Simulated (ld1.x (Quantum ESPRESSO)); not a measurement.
# zirconium (Zr): excitation energies, all-electron against TM

```json
{
  "Element": "zirconium (Zr)",
  "Generator": "ld1.x (Quantum ESPRESSO) 7.5",
  "Type": "norm-conserving Troullier–Martins (Kleinman–Bylander form)",
  "Functional": "LDA (PZ)",
  "Relativity": "fully relativistic",
  "Frozen core": "[Ar] 3d10 4s2",
  "Valence charge": "10",
  "Reference configuration": "4p6 4d2 5s1 5p0 (charge +1)",
  "Partial waves": "5s (bound): rc 2.85 bohr; 4d (bound): rc 2.25 bohr; 4p (bound): rc 2.10 bohr",
  "Local potential": "the p channel",
  "Core correction": "Bessel-smoothed model core inside 2.15 bohr"
}
```

Open shells are filled in proportion to 2j + 1 (rel_dist='average').

Energies are relative to the spin-unpolarised reference configuration 4p6 4d2 5s1 5p0; without spin polarisation the order of configurations can differ from experiment. The p channel is local and has no spin–orbit splitting in the pseudo-atom.

Task: Give the all-electron excitation energy and the error of the potential for: 4p6 4d2 5s2 5p0; 4p6 4d2 5s0 5p0; 4p6 4d1 5s0 5p0; 4p6 4d2 5s1 5p1; 4p6 4d2 5s0 5p2; 4p6 4d2.5 5s1.5 5p0; 4p6 4d3 5s1 5p0.

Result:

```tsv
valence configuration	charge	ΔE all-electron (eV)	error AE − PS (meV)
4p6 4d2 5s2 5p0	0	-7.352	-1.9
4p6 4d2 5s0 5p0	+2	13.241	-4.0
4p6 4d1 5s0 5p0	+3	36.059	+40
4p6 4d2 5s1 5p1	0	-4.237	+76
4p6 4d2 5s0 5p2	0	-0.962	+167
4p6 4d2.5 5s1.5 5p0	0	-6.825	+2.8
4p6 4d3 5s1 5p0	0	-6.127	-3.3
```

Levels in the configuration 4p6 4d2 5s0 5p0:

```tsv
level	all-electron (eV)	pseudo (eV)
4p j=1/2	-48.276	-46.945
4p j=3/2	-46.462	-46.945
4d j=3/2	-17.606	-17.568
4d j=5/2	-17.449	-17.413
```

Note: ghost state, extra bound levels that the all-electron valence spectrum of the same l lacks: s at -39.5 eV. A true bound ghost makes a file unfit for plane-wave use. The potential misses its own reference levels by up to 1.2 eV, so it is not fit for use.
